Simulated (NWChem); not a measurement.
Species: C2H6AlCl; SMILES [CH3][Al]([CH3])[Cl]

Computed with NWChem. Pople sets run with spherical d functions. The geometry was optimised at B3LYP/6-31G* (spherical d). Ions are spin-unrestricted doublets at the neutral geometry; other ion states weren't tried.

Task: Taking B3LYP/6-311++G** as the yardstick, which of these has the fewest basis functions while keeping “vertical ionisation energy, ΔSCF (eV)” within 0.2 eV of it: B3LYP/6-311G**; B3LYP/3-21G; B3LYP/6-31+G*; B3LYP/6-31G*; B3LYP/STO-3G?

Result: B3LYP/3-21G.
| level | basis functions | vertical ionisation energy, ΔSCF (eV) | relative time (rough) |
|---|---|---|---|
| B3LYP/STO-3G | 34 | 8.20 | 1 |
| B3LYP/3-21G | 56 | 9.91 | 1 |
| B3LYP/6-31G* | 76 | 9.75 | 3 |
| B3LYP/6-31+G* | 92 | 9.86 | 5 |
| B3LYP/6-311G** | 124 | 9.91 | 5 |
| B3LYP/6-311++G** | 146 | 9.90 | 9 |

The yardstick is one finite set, not the basis-set limit.
